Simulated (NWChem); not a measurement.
System: SnClF₃; SMILES [F][Sn]([Cl])([F])[F]

NWChem input:

```
start job
memory heap 200 mb stack 900 mb global 1100 mb
geometry units angstroms
  F     -0.690834     1.661787     0.946040
  Sn     0.000000     0.000000     0.242718
  F     -1.093733    -1.429173     0.946040
  F      1.784567    -0.232614     0.946040
  Cl     0.000000     0.000000    -2.078569
end
basis spherical
  * library 3-21g
end
dft
  xc b3lyp
  iterations 150
end
driver
  maxiter 120
end
task dft optimize
task dft freq
```

Excerpt of the output:

```
             Northwest Computational Chemistry Package (NWChem) 7.3.0
             --------------------------------------------------------

 C3  symmetry detected

                             Geometry "geometry" -> ""
                             -------------------------

 Output coordinates in angstroms (scale by  1.889725989 to convert to a.u.)

  No.       Tag          Charge          X              Y              Z
 ---- ---------------- ---------- -------------- -------------- --------------
    1 F                    9.0000     1.44612890    -1.07121383    -0.92111120
    2 Sn                  50.0000     0.00000000     0.00000000    -0.21778920
    3 F                    9.0000    -1.65076284    -0.71677745    -0.92111120
    4 F                    9.0000     0.20463394     1.78799128    -0.92111120
    5 Cl                  17.0000     0.00000000     0.00000000     2.10349780

 Effective nuclear repulsion energy (a.u.)     673.7637708210

      Symmetry information
      --------------------

 Group name             C3
 Group number              5
 Group order               3
 No. of unique centers     3

                                Z-matrix (autoz)
                                --------

 Units are Angstrom for bonds and degrees for angles

      Type          Name      I     J     K     L     M      Value
      ----------- --------  ----- ----- ----- ----- ----- ----------
    1 Stretch                  1     2                       1.93221
    2 Stretch                  2     3                       1.93221
    3 Stretch                  2     4                       1.93221
    4 Stretch                  2     5                       2.32129
    5 Bend                     1     2     3               107.53319
    6 Bend                     1     2     4               107.53319
    7 Bend                     1     2     5               111.34593
    8 Bend                     3     2     4               107.53319
    9 Bend                     3     2     5               111.34593
   10 Bend                     4     2     5               111.34593

                           NWChem Geometry Optimization
                           ----------------------------

 maximum gradient threshold         (gmax) =   0.000450
 rms gradient threshold             (grms) =   0.000300
 maximum cartesian step threshold   (xmax) =   0.001800
 rms cartesian step threshold       (xrms) =   0.001200
 fixed trust radius                (trust) =   0.300000
 source of zmatrix                         =   autoz

          -------------------
          Energy Minimization
          -------------------

 Using diagonal initial Hessian
 Scaling for Hessian diagonals: bonds = 1.00  angles = 0.25  torsions = 0.10

          --------
          Step   0

                                 NWChem DFT Module
                                 -----------------

 Summary of "ao basis" -> "ao basis" (spherical)
 ------------------------------------------------------------------------------
       Tag                 Description            Shells   Functions and Types
 ---------------- ------------------------------  ------  ---------------------
 F                           3-21g                   5        9   3s2p
 Sn                          3-21g                  13       31   6s5p2d
 Cl                          3-21g                   7       13   4s3p

      Symmetry analysis of basis
      --------------------------

        a          29
        e+         21
        e-         21

  Rotation of axis

            General Information
            -------------------
          SCF calculation type: DFT
          Wavefunction type:  closed shell.
          No. of atoms     :     5
          No. of electrons :    94
           Alpha electrons :    47
            Beta electrons :    47
          Charge           :     0
          Spin multiplicity:     1
          Use of symmetry is: on ; symmetry adaption is: on
          Maximum number of iterations: 150
          AO basis - number of functions:    71
                     number of shells:    35
          Convergence on energy requested:  1.00D-06
          Convergence on density requested:  1.00D-05
          Convergence on gradient requested:  5.00D-04

              XC Information
              --------------
                         B3LYP Method XC Potential
                     Hartree-Fock (Exact) Exchange  0.200
                        Slater Exchange Functional  0.800 local
                    Becke 1988 Exchange Functional  0.720 non-local
              Lee-Yang-Parr Correlation Functional  0.810
                  VWN I RPA Correlation Functional  0.190 local

             Grid Information
             ----------------
          Grid used for XC integration:  medium
          Radial quadrature: Mura-Knowles
          Angular quadrature: Lebedev.
          Tag              B.-S. Rad. Rad. Pts. Rad. Cut. Ang. Pts.
          ---              ---------- --------- --------- ---------
          F                   0.50       49           9.0       434
          Sn                  1.45      123           8.0       590
          Cl                  1.00       88           9.0       590
          Grid pruning is: on
          Number of quadrature shells:   260
          Spatial weights used:  Erf1

      Superposition of Atomic Density Guess
      -------------------------------------

 Sum of atomic energies:       -6750.11447875

      Non-variational initial energy
      ------------------------------

 Total energy =   -6750.109525
 1-e energy   =  -10668.938239
 2-e energy   =    3245.064942
 HOMO         =      -0.458082
 LUMO         =      -0.109356

      Symmetry analysis of molecular orbitals - initial
      -------------------------------------------------

  Numbering of irreducible representations:

     1 a           2 e+          3 e-

  Orbital symmetries:

     1 a           2 a           3 e+          4 e+          5 a
     6 a           7 a           8 a           9 e+         10 e+
    11 a          12 e+         13 e+         14 e+         15 e+
    16 a          17 e+         18 e+         19 a          20 a
    21 e+         22 e+         23 a          24 a          25 e+
    26 e+         27 a          28 e+         29 e+         30 a
    31 e+         32 e+         33 e+         34 e+         35 a
    36 a          37 e+         38 e+         39 a          40 e+
    41 e+         42 e+         43 e+         44 a          45 a
    46 e+         47 e+         48 a          49 e+         50 e+
    51 a          52 a          53 a          54 e+         55 e+
    56 a          57 e+

   convergence    iter        energy       DeltaE   RMS-Dens  Diis-err
 ---------------- ----- ----------------- --------- --------- ---------
 d= 0,ls=0.0,diis     1  -6754.6649400547 -7.43D+03  3.86D-02  1.46D+00
 d= 0,ls=0.0,diis     2  -6754.4331445103  2.32D-01  2.08D-02  4.64D+00
 d= 0,ls=0.0,diis     3  -6754.8581946305 -4.25D-01  4.16D-03  2.34D-02
 d= 0,ls=0.0,diis     4  -6754.8594202328 -1.23D-03  1.86D-03  1.65D-02
 d= 0,ls=0.0,diis     5  -6754.8621882015 -2.77D-03  2.36D-04  1.88D-04
  Resetting Diis
 d= 0,ls=0.0,diis     6  -6754.8622180122 -2.98D-05  1.04D-05  3.85D-07
 d= 0,ls=0.0,diis     7  -6754.8622180835 -7.13D-08  2.33D-06  5.90D-09

         Total DFT energy =    -6754.862218083476
      One electron energy =   -10665.251963465695
           Coulomb energy =     3457.598034639162
    Exchange-Corr. energy =     -220.972060077949
 Nuclear repulsion energy =      673.763770821004

 Numeric. integr. density =       93.999986488958

                  Occupations of the irreducible representations
                  ----------------------------------------------

                     irrep           alpha         beta
                     --------     --------     --------
                     a                19.0         19.0
                     e+               28.0         28.0
                     e-                0.0          0.0

                       DFT Final Molecular Orbital Analysis
                       ------------------------------------

[...]

      ----------------------
      Optimization converged
      ----------------------

  Step       Energy      Delta E   Gmax     Grms     Xrms     Xmax
  ---- ---------------- -------- -------- -------- -------- --------
@    4   -6754.86577498 -3.4D-07  0.00008  0.00004  0.00043  0.00097
                                     ok       ok       ok       ok

                                Z-matrix (autoz)
                                --------

 Units are Angstrom for bonds and degrees for angles

      Type          Name      I     J     K     L     M      Value     Gradient
      ----------- --------  ----- ----- ----- ----- ----- ---------- ----------
    1 Stretch                  1     2                       1.89295    0.00000
    2 Stretch                  2     3                       1.89295    0.00000
    3 Stretch                  2     4                       1.89295    0.00000
    4 Stretch                  2     5                       2.37394   -0.00008
    5 Bend                     1     2     3               106.10037   -0.00004
    6 Bend                     1     2     4               106.10037   -0.00004
    7 Bend                     1     2     5               112.66210    0.00004
    8 Bend                     3     2     4               106.10037   -0.00004
    9 Bend                     3     2     5               112.66210    0.00004
   10 Bend                     4     2     5               112.66210    0.00004

                         Geometry "geometry" -> "geometry"
                         ---------------------------------

 Output coordinates in angstroms (scale by  1.889725989 to convert to a.u.)

  No.       Tag          Charge          X              Y              Z
 ---- ---------------- ---------- -------------- -------------- --------------
    1 F                    9.0000     1.40364830    -1.03974651    -0.94205075
    2 Sn                  50.0000     0.00000000    -0.00000000    -0.21270688
    3 F                    9.0000    -1.60227104    -0.69572183    -0.94205075
    4 F                    9.0000     0.19862274     1.73546834    -0.94205075
    5 Cl                  17.0000     0.00000000    -0.00000000     2.16123412

 Effective nuclear repulsion energy (a.u.)     677.5777225023

      Symmetry information
      --------------------

 Group name             C3
 Group number              5
 Group order               3
 No. of unique centers     3

                Final and change from initial internal coordinates
                --------------------------------------------------

                                Z-matrix (autoz)
                                --------

 Units are Angstrom for bonds and degrees for angles

      Type          Name      I     J     K     L     M      Value       Change
      ----------- --------  ----- ----- ----- ----- ----- ---------- ----------
    1 Stretch                  1     2                       1.89295   -0.03927
    2 Stretch                  2     3                       1.89295   -0.03927
    3 Stretch                  2     4                       1.89295   -0.03927
    4 Stretch                  2     5                       2.37394    0.05265
    5 Bend                     1     2     3               106.10037   -1.43282
    6 Bend                     1     2     4               106.10037   -1.43282
    7 Bend                     1     2     5               112.66210    1.31616
    8 Bend                     3     2     4               106.10037   -1.43282
    9 Bend                     3     2     5               112.66210    1.31616
   10 Bend                     4     2     5               112.66210    1.31616

 ==============================================================================
                                internuclear distances
 ------------------------------------------------------------------------------
       center one      |      center two      | atomic units |  angstroms
 ------------------------------------------------------------------------------
    2 Sn               |   1 F                |     3.57715  |     1.89295
    3 F                |   2 Sn               |     3.57715  |     1.89295
    4 F                |   2 Sn               |     3.57715  |     1.89295
    5 Cl               |   2 Sn               |     4.48610  |     2.37394
 ------------------------------------------------------------------------------
                         number of included internuclear distances:          4
 ==============================================================================

[second-derivative integrals and response iterations left out]

  Vibrational analysis via the FX method

  See chapter 2 in "Molecular Vibrations" by Wilson, Decius and Cross

  Vib: Default input used

[...]

 Rotational Constants
 --------------------
 A=   0.096934 cm-1  (  0.139463 K)
 B=   0.055062 cm-1  (  0.079220 K)
 C=   0.055062 cm-1  (  0.079220 K)

 Temperature                      =   298.15K
 frequency scaling parameter      =   1.0000

 Zero-Point correction to Energy  =    4.769 kcal/mol  (  0.007600 au)
 Thermal correction to Energy     =    8.909 kcal/mol  (  0.014197 au)
 Thermal correction to Enthalpy   =    9.501 kcal/mol  (  0.015141 au)

 Total Entropy                    =   82.472 cal/mol-K
   - Translational                =   41.909 cal/mol-K (mol. weight = 209.8658)
   - Rotational                   =   25.903 cal/mol-K (symmetry #  =        3)
   - Vibrational                  =   14.660 cal/mol-K

 Cv (constant volume heat capacity) =   19.297 cal/mol-K
   - Translational                  =    2.979 cal/mol-K
   - Rotational                     =    2.979 cal/mol-K
   - Vibrational                    =   13.338 cal/mol-K

[normal modes left out]

 ----------------------------------------------------------------------------
 Normal Eigenvalue ||           Projected Infra Red Intensities
  Mode   [cm**-1]  || [atomic units] [(debye/angs)**2] [(KM/mol)] [arbitrary]
 ------ ---------- || -------------- ----------------- ---------- -----------
    1       -0.000 ||    0.000000           0.000         0.000       0.000
    2       -0.000 ||    0.000000           0.000         0.000       0.000
    3        0.000 ||    0.000000           0.000         0.000       0.000
    4        0.000 ||    0.000000           0.000         0.000       0.000
    5        0.000 ||    0.000000           0.000         0.000       0.000
    6        0.000 ||    0.000000           0.000         0.000       0.000
    7      131.184 ||    0.006975           0.161         6.800       4.329
    8      131.205 ||    0.006953           0.160         6.778       4.315
    9      178.218 ||    0.026778           0.618        26.105      16.621
   10      178.250 ||    0.026797           0.618        26.123      16.633
   11      190.549 ||    0.048536           1.120        47.316      30.126
   12      383.561 ||    0.033755           0.779        32.906      20.951
   13      691.548 ||    0.022681           0.523        22.110      14.078
   14      726.641 ||    0.034596           0.798        33.726      21.473
   15      726.654 ||    0.034598           0.798        33.727      21.474
 ----------------------------------------------------------------------------
```

Level: B3LYP/3-21G, non-relativistic.
